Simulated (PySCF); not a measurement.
**Interval between two levels of Tc by level of theory**

Tc [Kr] 4d5 5s2 [6S5/2, M_J = 5/2] → Tc [Kr] 4d7 [4F9/2, M_J = 9/2], as a difference of total energies. Calculation: PySCF 2.14, in x2c-SVPall-2c with one added diffuse shell each of s, p, d type (7s9p7d1f, 76 functions); the two-component X2C-1e Hamiltonian. Correlated levels: [Ar] 3d10 frozen; the 6 highest virtual spinors dropped. "Screened" scales the spin-orbit matrix elements by Boettger's factors to mimic the two-electron term; Breit and QED terms are absent.

```csv
method,interval between two levels (cm⁻¹)
GHF (spin-free),29369
GMP2 (spin-free),21842
GHF (screened spin-orbit),28542
GMP2 (screened spin-orbit),20864
```

The labels give the starting determinants; with spin-orbit coupling the two ends relaxed to ⟨J²⟩ = 8.79, ⟨L²⟩ = 0.02, ⟨S²⟩ = 8.78 and ⟨J²⟩ = 24.92, ⟨L²⟩ = 12.21, ⟨S²⟩ = 3.76.
